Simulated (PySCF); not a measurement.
The dipole of `B[Si@@H](N)[SiH3]` from its density and from atomic charges.

Coordinates (PBE0-D3(BJ)/def2-SVP, Å) and charges (e) from the PBE0/pcSseg-1 density (PySCF):

```tsv
atom	x	y	z	Mulliken	IAO	Hirshfeld	ESP-fitted
B1	-1.303	1.361	0.669	-0.1696	-0.2113	+0.0745	+0.1977
Si2	-0.372	-0.384	0.426	+0.3871	+0.6054	+0.2292	+0.5260
N3	-1.038	-1.376	-0.841	-0.6434	-0.8259	-0.3183	-1.0955
Si4	1.797	0.235	-0.265	+0.1789	+0.2662	+0.2071	+0.1237
H5	-2.146	1.779	-0.090	+0.0436	+0.0316	-0.0541	-0.0921
H6	-0.957	2.079	1.580	+0.0447	+0.0323	-0.0543	-0.1247
H7	-0.191	-1.057	1.764	-0.0571	-0.1358	-0.0923	-0.1747
H8	-0.550	-2.222	-1.114	+0.2007	+0.2601	+0.1150	+0.4154
H9	-2.041	-1.521	-0.876	+0.1989	+0.2599	+0.1161	+0.4036
H10	2.565	0.841	0.867	-0.0622	-0.0946	-0.0743	-0.0758
H11	1.747	1.221	-1.389	-0.0592	-0.0948	-0.0747	-0.0543
H12	2.533	-0.978	-0.747	-0.0623	-0.0930	-0.0739	-0.0491
```

Problem. What dipole does each set of charges give (1 e·Å = 4.803 D), and what does the density give?

Solution. The full density gives (-1.03, -1.23, -0.11) D, 1.61 D in size; dipole vectors point from the negative to the positive end.

```tsv
scheme	μx	μy	μz	size (D)	share of the full size (%)	angle to the full dipole (°)
Mulliken	0.02	-0.16	0.90	0.92	57	87
IAO	-0.02	-0.63	0.73	0.96	60	62
Hirshfeld	-0.49	-0.60	-0.09	0.78	49	3
ESP-fitted	-1.01	-1.22	-0.10	1.59	99	0
```

Problem. Which set comes closest?

Solution. Length of the difference vector: ESP-fitted 0.03 D, Hirshfeld 0.83 D, IAO 1.44 D, Mulliken 1.81 D. Closest: ESP-fitted. 

Problem. What is left for the Hirshfeld atoms' own dipoles?

Solution. The shares of the density sum to the whole, so what Σ q r misses lies in dipoles about the nuclei. The atomic dipoles sum to (-1.03, -1.23, -0.11) − (-0.49, -0.60, -0.09) = (-0.54, -0.63, -0.02) D, 0.83 D in size.

Problem. With the origin at the mean of the coordinates, (0.004, -0.002, -0.001) Å, which are the largest single terms, by size, of the Mulliken dipole along the direction of the full one?

Solution. N3 -5.48, H9 +2.42, H8 +2.05, Si4 -1.13, Si2 +0.94 D; all 12 atoms together +0.05 D. The single terms depend on the origin, their sum doesn't.

Problem. Give the size of the full dipole in other units.

Solution. 1.61 D = 0.633 au = 0.335 e·Å = 5.37 × 10⁻³⁰ C·m.

Geometry: PBE0-D3(BJ)/def2-SVP, one conformer, isolated molecule.

Shape of the structure used: `[BH2:1][Si@@H:2]([NH2:3])[SiH3:4]`: H–N3–Si2–B1 172°, H–N3–Si2–B1 -48°.
